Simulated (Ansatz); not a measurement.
CH$_{5}$AlFNSSi, SMILES `[F][Al]1[SiH2]NC[S]1`. The species carries charge 0 and has multiplicity 1. Geometry: relaxed with PBE0-D4/def2-TZVP.

```xyz
11

F     3.550    0.249   -0.172
Al    1.906    0.138   -0.189
Si    0.133   -0.603    1.294
N    -1.100    0.175    0.320
C    -0.938    0.195   -1.101
S     0.671    0.910   -1.799
H    -0.108   -2.070    1.380
H     0.053   -0.028    2.663
H    -1.449    1.050    0.680
H    -1.715    0.797   -1.571
H    -1.003   -0.814   -1.506
```

Q: What is the dipole moment at ωB97M-V/def2-TZVPP? (An estimate is asked.)

A: Ansatz gave: 2.26 D, with components (-1.96, -0.20, 1.12) D in this frame, pointing from negative to positive charge.

Q: And with PBE, r2SCAN, B3LYP? (Estimate.)

A: The calculation gave: PBE 2.45 D, r2SCAN 2.45 D, B3LYP 2.37 D.

Q: Give the Mulliken charges with ωB97M-V, B3LYP, PBE in def2-TZVPP. (An estimate is asked.)

A: Ansatz gave: 
```
atom  ωB97M-V  B3LYP    PBE
  F1    -0.34  -0.35  -0.30
 Al2     0.52   0.53   0.47
 Si3     0.10   0.18   0.10
  N4    -0.27  -0.28  -0.23
  C5    -0.17  -0.08  -0.08
  S6    -0.21  -0.26  -0.24
  H7    -0.03  -0.07  -0.05
  H8    -0.01  -0.06  -0.05
  H9     0.11   0.13   0.14
 H10     0.14   0.12   0.11
 H11     0.16   0.13   0.13
```

B3LYP here is the variant with VWN-RPA as its local correlation; programs differ in this.
